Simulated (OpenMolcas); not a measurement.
# B²⁺: CASPT2 settings compared

* Program: OpenMolcas
* Basis: ANO-R2 [4s4p2d1f]
* Scalar Hamiltonian: X2C, finite nucleus
* Active space: 1 electron in 8 orbitals (2s 2p 3s 3p)
* State averaging: 2S+1 = 2 even, 1 root; 2S+1 = 2 odd, 3 roots
* Spin-orbit coupling: state interaction with AMFI integrals over the reference wave functions, term energies averaged over their components

Methods on the same reference wave functions:
A. CASSCF
B. SS-CASPT2, IPEA 0.5 Eh, sigma2 regulariser 0.3 Eh (closed shells correlated: 1s)
C. SS-CASPT2, IPEA 0.2 Eh, no level shift (closed shells correlated: 1s)

Energies in cm⁻¹ above 2s ²S_1/2, the measured ground level; measured values from Moore, Atomic Energy Levels, vol. I, NSRDS-NBS 35 (1971 reprint of NBS Circular 467, 1949).

| Level | A | B | C | Measured |
| --- | --- | --- | --- | --- |
| 2s ²S_1/2 | 0.0 | 0.0 | 0.0 | 0.0 |
| 2p ²P°_1/2 | 48971 | 48736 | 48736 | 48358 |
| 2p ²P°_3/2 | 49001 | 48766 | 48765 | 48393 |

Deviations, from unrounded energies. A percentage is the sum of absolute deviations over the sum of measured energies, with the sign that they share, or ± where signs differ.

```csv
Against measurement,Levels,A,B,C
mean absolute deviation (cm-1),2,610,380,370
other configurations (%),2,+1.3,+0.8,+0.8
```

B, C lie about equally close to measurement and A furthest from it. The largest miss of C in the table is 2p ²P°_1/2, by +380 cm-1. The ranking rests on the paired levels alone, and a cruder setting can come out closer through cancelling errors.

Between B and C no level of the table moves by more than 5 cm-1.

The lowest spin-free term lies below A's lowest term by 0.007 hartree in B, 0.007 hartree in C.

With one active electron outside closed inactive shells, the extra shells (3p 3s) add no correlation to the reference. With one active electron the reference holds no correlation, so core polarisation is missing (holds for A). With one active electron, CASPT2 adds the correlation within the correlated inactive shells and between them and that electron, and leaves the splitting within a term as the reference gives it (holds for B; C). Measured partners are found by configuration, term and J. A level has none where our copy of the source lacks it or the pairing is in doubt (some pairs that miss far off the trend of their configuration count as doubtful), and it then counts in no deviation. Levels of configurations outside the active space are missing.

° marks odd parity.
